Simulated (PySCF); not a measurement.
A calculated (r2SCAN, PySCF 2.14, x2c-TZVPPall with one added diffuse shell each of s, p, d type, the spin-free X2C one-electron Hamiltonian (Gaussian nucleus)) atom or ion has these occupied shells.

| shell | electrons | orbital energy (eV) | rms radius, mean of both spins (bohr) |
| --- | --- | --- | --- |
| 1s α | 1 | -13362.6 | 0.0492 |
| 1s β | 1 | -13362.3 | 0.0492 |
| 2s α | 1 | -1770.4 | 0.205 |
| 2s β | 1 | -1770.3 | 0.205 |
| 2p α | 3 | -1562.6 | 0.183 |
| 2p β | 3 | -1562.3 | 0.183 |
| 3s α | 1 | -268.24 | 0.590 |
| 3s β | 1 | -267.94 | 0.590 |
| 3p α | 3 | -201.78 | 0.609 |
| 3p β | 3 | -201.42 | 0.609 |
| 3d α | 5 | -92.256 | 0.655 |
| 3d β | 5 | -91.753 | 0.655 |
| 4s α | 1 | -44.184 | 1.70 |
| 4s β | 1 | -39.859 | 1.70 |
| 4p α | 3 | -30.042 | 1.96 |

Q: Name the element and its charge.

A: Br²⁺ (bromine, charge +2), in [Ar] 3d10 4s2 4p3, high-spin 4S determinant.
